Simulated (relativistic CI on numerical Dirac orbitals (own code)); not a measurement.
## What each ingredient does to the levels of Ir76+

Base calculation: Dirac-Coulomb-Breit CI, orbitals from a KLI potential per configuration, model QED.

CI space: 1s, 2s, 2p, 3s, 3p, 3d, 4s, 4p, 4d, 4f, 5s, 5p, 5d, 5f, 5g, 6s, 6p, 6d. Levels of other configurations are missing.

Variants: (1) QED terms removed; (2) non-relativistic limit. Shifts of the energy above 1s ²S1/2, in eV, for the lowest level and the first level of each name with at least 55 % of one term (blank where a level changes its place among those of its configuration and J or its character, or is not in the variant):

```
    Level     Base    Δ(1)     Δ(2)
 1s ²S1/2      0.0     0.0      0.0
2p ²P°1/2  65545.0  +139.3  -5050.6
 2s ²S1/2  65573.7  +116.7  -5078.5
2p ²P°3/2  67537.2  +137.7  -7042.8
3p ²P°1/2  78312.2  +141.7  -6613.9
 3s ²S1/2  78320.7  +135.0  -6622.2
 3d ²D3/2  78904.4  +142.6  -7206.1
3p ²P°3/2  78905.8  +141.2  -7207.5
 3d ²D5/2  79071.1  +142.2  -7372.8
4p ²P°1/2  82694.5  +142.2  -7074.8
 4s ²S1/2  82698.0  +139.4  -7078.3
 4d ²D3/2  82942.3  +142.6  -7322.7
4p ²P°3/2  82942.9  +142.0  -7323.3
4f ²F°5/2  83012.9  +142.6  -7393.3
```
